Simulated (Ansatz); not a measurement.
Relaxation of FGaH$_{2}$OS (6 atoms, charge 0, multiplicity 1), to a largest force component of 0.02 eV/Å in at most 50 steps.

The calculation used RKS PBE/def2-mTZVP in Ansatz 0.2.0.

```xyz
6
Properties=species:S:1:pos:R:3
F -0.541 -2.500 0.189
Ga 0.384 -1.042 0.291
O -0.678 0.358 0.038
S -0.448 2.009 0.104
H 1.876 -1.063 0.593
H -0.593 2.238 -1.215
```

Where does it end, and by what steps?

The forces met the threshold. After 7 steps the energy has fallen by 0.178 eV; H5 moved furthest, 0.32 Å.

```tsv
step	energy less start (eV)	largest force component (eV/Å)	accepted
0	0.0000	1.049	yes
1	-0.0808	0.792	yes
2	-0.1506	0.406	yes
3	-0.1670	0.157	yes
4	-0.1746	0.196	yes
5	-0.1766	0.125	yes
6	-0.1779	0.025	yes
7	-0.1781	0.019	yes
```

```xyz
6
Properties=species:S:1:pos:R:3
F -0.485 -2.583 0.241
Ga 0.296 -0.992 0.266
O -0.974 0.308 0.082
S -0.349 1.903 0.164
H 1.830 -0.795 0.432
H -0.318 2.159 -1.184
```

Whether the end is a true minimum wasn't checked by a vibrational analysis.

The run took 13 s on 2 threads of Intel(R) Xeon(R) Platinum 8488C (Sapphire Rapids), with other jobs on the host, peak memory 0.17 GiB.
